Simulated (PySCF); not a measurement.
## Dipole moment and polarisability of CrO2F2

Species: CrO2F2 (singlet state).
Structure used (PBE0-D3(BJ)/def2-SVP), in Å, numbered top down from 1:
```xyz
5
CrF2O2 angstrom
Cr     0.0202    0.0000    0.0163
O      0.0609   -0.0104    1.5408
O      1.4545    0.0051   -0.4983
F     -0.7695    1.3880   -0.5204
F     -0.7661   -1.3828   -0.5384
```

Level: wB97X-D/def2-SVPD (PySCF), static field, nuclei fixed, core orbitals frozen in the response. The polarisability tensor in these axes (au):

```
x   38.00  0.02 -1.94
y    0.02 34.15 -0.04
z   -1.94 -0.04 39.63
```

Q: Give the principal values, the mean and the anisotropy Δα = √{½[(α1 − α2)² + (α2 − α3)² + (α1 − α3)²]}.

A: Principal values 34.15, 36.71 and 40.91 au; mean 37.26 au = 5.52 Å³ = 6.14 × 10⁻⁴⁰ C²·m²/J; Δα = 5.92 au (16 % of the mean).

Q: What is the dipole moment?

A: 0.13 D at this geometry.

Q: Find the Langevin capture rate constant for NH4+ (18.034 u) meeting this molecule (121.927 u), k = 2.342 × 10⁻⁹ cm³/s × √(α in Å³ / reduced mass in u).

A: The reduced mass is 15.71 u, so k = 1.39 × 10⁻⁹ cm³/s.

Q: How large is μ²/3kT at 400 K beside α?

A: In Gaussian units μ²/3kT = 0.10 Å³ against 5.52 Å³, a ratio of 0.02; the Debye molar polarisation (4π/3)N_A(α + μ²/3kT) is 14.2 cm³/mol, leaving out the vibrational part.

Q: What are the principal values of the traceless quadrupole moment, Θ = ½Σq(3rr − r²1), about the centre of nuclear charge?

A: -0.85, -0.07, 0.93 D·Å. The values depend on the origin, since the dipole doesn't vanish. The electronic extent ⟨r²⟩ about the same centre is 397 bohr², a root-mean-square distance of 1.38 Å for the 58 electrons.

Geometry: PBE0-D3(BJ)/def2-SVP; no solvent, vibrations or thermal averaging.
